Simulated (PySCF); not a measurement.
Compound: hexafluorophosphate, PF6 (charge -1).
Structure used (PBE0-D3(BJ)/def2-SVP), in Å, numbered top down from 1:
```xyz
7
PF6 angstrom
F      0.5974    0.4114    1.4550
P      0.0058   -0.0026   -0.0071
F      1.4227   -0.7204   -0.3769
F     -1.4108    0.7156    0.3632
F      0.5563    1.4016   -0.6281
F     -0.5441   -1.4067    0.6147
F     -0.5873   -0.4167   -1.4686
```

Theory: PySCF, PBE0-D3(BJ)/def2-SVP geometry optimisation, gas phase.

Masses are those of the commonest isotopes; rigid-rotor values at the optimised geometry. 

(1) What are A, B and C (GHz)?

(2) Classify the top.

## Answers

(1) Ia = 202.06, Ib = 202.10, Ic = 202.21 u·Å²; 505379 MHz·u·Å²/I gives 2501, 2501 and 2499 MHz, that is A = 2.5011, B = 2.5006, C = 2.4993 GHz.

(2) A spherical top, as the point group Oh requires three equal moments; the computed ones differ by 0.07 % because the geometry is symmetric only within the optimiser's tolerance.

The point group Oh allows no dipole (computed: 0.00 D (about the centre of mass, as the species is charged)), so a rigid rotor has no electric-dipole lines.

Task: Estimate the classical rotational partition function at 50 K, 298.15 K and 500 K.

Result: Point group Oh, symmetry number σ = 24; q = (√π/σ)·√((kT/h)³/(ABC)), k/h = 20836.6 MHz/K: 628 at 50 K, 9150 at 298.15 K, 19900 at 500 K.

Whether it is a minimum is left open (no frequencies). The geometry's basis has no diffuse functions, a weakness for an anion. No vibrational averaging or centrifugal distortion is included, and the geometry carries the error of its method.

The run took 36 s on Intel Xeon 6975P-C, one thread, shared host, and the process peaked at 0.43 GiB of memory. These figures are those of the optimisation.
